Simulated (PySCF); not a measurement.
C2H4BN3, SMILES NB1N=CC=N1. Atoms are numbered in the order given.

```xyz
10

N      0.0000     0.0000     2.0609
B      0.0000     0.0000     0.6783
N      0.0000     1.2447    -0.1646
C      0.0000     0.7664    -1.3489
C      0.0000    -0.7664    -1.3489
N      0.0000    -1.2447    -0.1646
H      0.0000    -0.8571     2.6019
H      0.0000     0.8571     2.6019
H      0.0000     1.3803    -2.2647
H      0.0000    -1.3803    -2.2647
```
Charge 0, spin multiplicity 1.

The structure is a stationary point at B3LYP-D3(BJ)/def2-SVP. This is a generated structure with no PubChem entry under its InChIKey; it may be hypothetical. The values are those of a single conformer.

These are PBE/pcSseg-1 (PySCF) values and carry that method's errors.

GIAO shieldings, no solvent; atoms alike by connectivity are averaged. δ = σ(ref) − σ: ¹⁵N against NH3 (σ = 267.0 ppm); ¹¹B against BF3 (σ = 83.9 ppm); ¹³C against TMS (σ = 182.0 ppm); ¹H against TMS (σ = 31.49 ppm), references at their B3LYP-D3(BJ)/def2-TZVP geometries, non-relativistic.

Computed chemical shifts:
| nucleus | atoms | count | δ (ppm) |
|---|---|---|---|
| ¹⁵N | N3, N6 | 2 | 409.4 |
| ¹⁵N | N1 | 1 | 115.2 |
| ¹¹B | B2 | 1 | 23.4 |
| ¹³C | C4, C5 | 2 | 181.2 |
| ¹H | H9, H10 | 2 | 8.43 |
| ¹H | H7, H8 | 2 | 4.91 |
